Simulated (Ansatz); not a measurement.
Reaction (formal hydrolysis of a B–C bond): `CBOC` + H₂O → `COBO` + CH₄

Computed with Ansatz on PBE0-D4/def2-TZVP structures; ΔE is electronic, products minus reactants. CBS: MP2 limit from def2 TZ/QZ plus the TZ coupled-cluster correction, frozen cores. This one scheme is used for every species. DFT in def2-TZVPP. B3LYP here is the variant with VWN-RPA as its local correlation; programs differ in this. One conformer a species, not always the lowest.

Question: Is it downhill or uphill in electronic energy at CCSD(T)/CBS, and by how much? (Estimate.)

Answer: Ansatz gave: Downhill: ΔE = -1.33 eV.

Question: What do these levels give: B3LYP-D4, r2SCANh-D4, CCSD/def2-TZVPP, CCSD(T)/def2-TZVPP, MP2/def2-QZVPP, CCSD/CBS(def2)? (An estimate is asked.)

Answer: Ansatz gave: B3LYP-D4 -1.41, r2SCANh-D4 -1.41, CCSD/def2-TZVPP -1.38, CCSD(T)/def2-TZVPP -1.38, MP2/def2-QZVPP -1.35, CCSD/CBS(def2) -1.34 eV.

Largest T1 diagnostic among the species: 0.013.

From BLYP to BHLYP (50 % exact exchange), in def2-TZVPP and without D4, ΔE moves by −0.03 eV. At CCSD(T), def2-SVP lies −0.26 eV from the extrapolated value and def2-TZVPP −0.04 eV. Leaving LDA and LC-ωPBE aside and taking each functional with its dispersion term where it has one, the values, not all of them listed here, spread over 0.13 eV, from BHLYP-D4 to revPBE-D4.
